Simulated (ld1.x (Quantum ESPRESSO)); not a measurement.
# What one change does to a pseudopotential (Ti, PAW)

* Element: Ti (Z = 22)
* Generator: ld1.x (Quantum ESPRESSO) 7.5
* Type: PAW
* Functional: PBEsol
* Relativity: scalar-relativistic
* Frozen core: [Ne]
* Valence charge: 12
* Reference configuration: 3s2 3p6 3d2 4s1.5 4p0.5
* Partial waves: 3s (bound): rcut 1.35, rcutus 1.50 bohr; 4s (bound): rcut 1.35, rcutus 1.50 bohr; 3p (bound): rcut 1.90, rcutus 2.10 bohr; 4p (bound): rcut 1.90, rcutus 2.10 bohr; 3d (bound): rcut 1.35, rcutus 1.75 bohr; 3d channel at 0.05 Ry: rcut 1.35, rcutus 1.75 bohr
* Local potential: all-electron potential smoothed inside 1.45 bohr (lloc = -2)
* Core correction: Bessel-smoothed model core inside 1.00 bohr
* Augmentation charge: BESSEL, radius 1.50 bohr

Change: waves 3s (bound): rcut 1.35, rcutus 2.14 bohr; 4s (bound): rcut 1.35, rcutus 2.14 bohr.

Cutoffs: the cutoffs (Ry, on a coarse ladder) from which the occupation-weighted sum of valence levels, in a spherical-Bessel basis at the reference potential, stays within 10 and 1 mRy of its value at 400 Ry; they do not see the model core or the augmentation charge, which bear on the density cutoff. Errors are all-electron minus pseudo energies relative to the spin-unpolarised reference configuration.

**Question.** How do hardness, ghosts and transferability respond?

**Answer.** The potential gets neither clearly harder nor softer (35 Ry and 50 Ry → 35 Ry and 50 Ry); the number of tests with a reliable result goes from 7 to 5 (the test run of the changed file stopped, so its transferability is not established); of the 5 tests that both files solve, the error grows in 2 and shrinks in 2 by more than 15 % and 0.3 meV (median size 1.4 → 1.2 meV); neither file shows a bound ghost.

| quantity | base | changed |
| --- | --- | --- |
| cutoff, loose | 35 Ry | 35 Ry |
| cutoff, tight | 50 Ry | 50 Ry |
| bound ghosts | none | none |
| tests with a reliable result | 7 of 7 | 5 of 7 (the test run stopped) |
| error for 3s2 3p6 3d2 4s2 4p0, meV [ΔE -1.53 eV] | +0.2 | +1.2 |
| error for 3s2 3p6 3d2 4s1 4p0, meV [ΔE 5.83 eV] | -0.5 | -0.6 |
| error for 3s2 3p6 3d2 4s0 4p0, meV [ΔE 19.30 eV] | -1.4 | +0.8 |
| error for 3s2 3p6 3d3 4s0 4p0, meV [ΔE 5.83 eV] | -7.7 | -5.2 |
| error for 3s2 3p6 3d2 4s0 4p1, meV [ΔE 9.61 eV] | +1.4 | +6.6 |
| lowest overlap eigenvalue by channel | s 0.26, p 0.11, d 0.88 | s 0.02, p 0.11, d 0.88 |
